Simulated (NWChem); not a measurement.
# Correlation energy of bromine monochloride (BrCl)

```xyz
2

Cl     0.0000     0.0000     1.4776
Br     0.0000     0.0000    -0.7177
```
Charge 0, spin multiplicity 1.

The numbers come from NWChem runs, not from measurements. All single points use one geometry, from B3LYP/def2-SVP, a minimum by its harmonic frequencies.

Basis set: STO-3G. Each correlation energy counts from its own Hartree-Fock reference.

```csv
method,correlation energy (mHa),difference from CCSD(T)
MP2,-18.7,+9.4
SCS-MP2,-22.4,+5.7
CR-CCSD[T],-28.1,0.0
CR-CCSD(T),-28.1,0.0
CCSD,-28.1,0.0
CCSD+T(CCSD),-28.1,0.0
CCSD(T),-28.1,0.0
CCSDT,-28.1,0.0
```

The values span 9.4 mHa, from CCSD (lowest) to MP2 (highest). 

The Hamiltonian is non-relativistic. The correlated methods keep 14 core orbitals frozen. Differences from the coupled-cluster row are differences between methods, not errors against experiment.
